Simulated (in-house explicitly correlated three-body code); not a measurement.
The numbers below are computed, except where a source is named.
**Two electrons around a charge Z: highest levels of functionals against the exact one**

The exact non-relativistic ground state comes from a variational code in 260 exponentially correlated functions, the Kohn-Sham parts from inverting its density (past Z = 6 the correlation energy is taken as exact minus Hartree-Fock, equal to within microhartrees), and self-consistent runs (Hartree-Fock is restricted) from a B-spline radial code. Z may be fractional; the second electron is bound down to Z = 0.911.

The exact Kohn-Sham level equals minus the binding energy. «Unbound» marks a run whose level isn't bound or that didn't converge.

| Z | exact (eV) | Hartree-Fock (eV) | PBEsol (eV) | TPSS (eV) | wB97X (eV) | r2SCAN0 (eV) |
| --- | --- | --- | --- | --- | --- | --- |
| 2.2 | -32.63 | -33 | -22.19 | -23.15 | -27.91 | -25.95 |
| 2.56 | ? | ? | ? | ? | ? | ? |
| 3.08 | -80.9 | -81.24 | -64.56 | -66.25 | -71.58 | -70.49 |
| 3.54 | -114.5 | -114.8 | -95.09 | -97.17 | -102.8 | -102.2 |
| 3.94 | -148.4 | -148.7 | -126.3 | -128.7 | -134.6 | -134.4 |
| 4.6 | -213.9 | -214.2 | -187.3 | -190.3 | -196.6 | -197.1 |
| 5.5 | -322.3 | -322.6 | -289.7 | -293.4 | -300.3 | -301.6 |
| 6.4 | -452.7 | -453 | -414 | -418.5 | -426.1 | -428.2 |
| 7.5 | -642 | -642.3 | -595.9 | -601.4 | -609.7 | -612.9 |
| 8.7 | ? | ? | ? | ? | ? | ? |
| 10.5 | -1326 | -1326 | -1259 | -1267 | -1278 | -1284 |
| 12 | -1759 | -1760 | -1683 | -1692 | -1704 | -1711 |

Problem. What belongs in the row Z = 2.56?

Solution. exact (eV): -49.83; Hartree-Fock (eV): -50.19; PBEsol (eV): -36.98; TPSS (eV): -38.24; wB97X (eV): -43.23; r2SCAN0 (eV): -41.63.

Problem. What belongs in the row Z = 8.7?

Solution. exact (eV): -886.1; Hartree-Fock (eV): -886.4; PBEsol (eV): -832; TPSS (eV): -838.4; wB97X (eV): -847.6; r2SCAN0 (eV): -852.

Problem. Why do the levels of the functionals lie above the exact one?

Solution. Semilocal exchange-correlation potentials fall off faster than the exact −1/r, since they don't cancel the electron's repulsion by itself; hybrids restore a share of the tail, and range-separated ones all of it at long range. Hartree-Fock has the tail but lacks relaxation and correlation.
